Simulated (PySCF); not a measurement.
## How good is the calculation?

Geometry:
```
atom   x (Å)   y (Å)   z (Å)
  O1   0.102  -0.446   1.807
  C2   0.040  -0.162   0.657
  C3   1.312   0.142  -0.177
  F4   2.314   0.463   0.619
  F5   1.645  -0.943  -0.874
  F6   1.096   1.143  -1.027
  C7  -1.317  -0.081  -0.091
  F8  -1.681   1.196  -0.198
  F9  -2.247  -0.736   0.575
 F10  -1.213  -0.597  -1.313
```

PySCF 2.14 calculation with σ from GIAO-B97-2/pcSseg-2 and PBE0-D3(BJ)/def2-TZVP structure; equivalent nuclei averaged, no relativistic terms, a single conformation, in vacuum.

Reference values: measured (G. Saielli, R. Bini, A. Bagno, Computational 19F NMR. 2. Organic compounds, RSC Adv. 2014, ESI (exp. from Berger-Braun-Kalinowski 1994 and Everett 1995)).
```
             atoms        quantity  reference  computed  computed, scaled
F4/F5/F6/F8/F9/F10  δ ¹⁹F vs CFCl3      -84.1     -86.6             -76.6
```

Reference values: measured (University of Colorado NMR facility, 19F NMR Reference Standards).
| atoms | quantity | reference | computed | computed, scaled |
| --- | --- | --- | --- | --- |
| F4/F5/F6/F8/F9/F10 | δ ¹⁹F vs CFCl3 | -84.6 | -86.6 | -76.6 |

Computed shifts are σ(ref) − σ with the named reference compound (TMS for H and C) calculated as an isolated molecule at the same level. The measured values may be among those fitted. Shieldings were converted by a linear fit to measured shifts: ¹⁹F: δ = 160.24 − 0.938σ +9.4 on sp3 carbon (rms 4.8 ppm, 130 shifts, 5.6 ppm with the 3 outliers that the fit left out vs CFCl3, solution or neat liquid). A few per cent of atoms miss by over 2 rms, more outside the fitted compound classes.

Problem. How far are the unscaled ¹⁹F shifts from the references?

Solution. Mean signed difference -2.25 ppm, mean absolute 2.25 ppm over 2 comparisons; the largest is -2.5 ppm at F4/F5/F6/F8/F9/F10 (fluorine of a CF3 group).

2 of the 3 published NMR values on file for this molecule are compared.
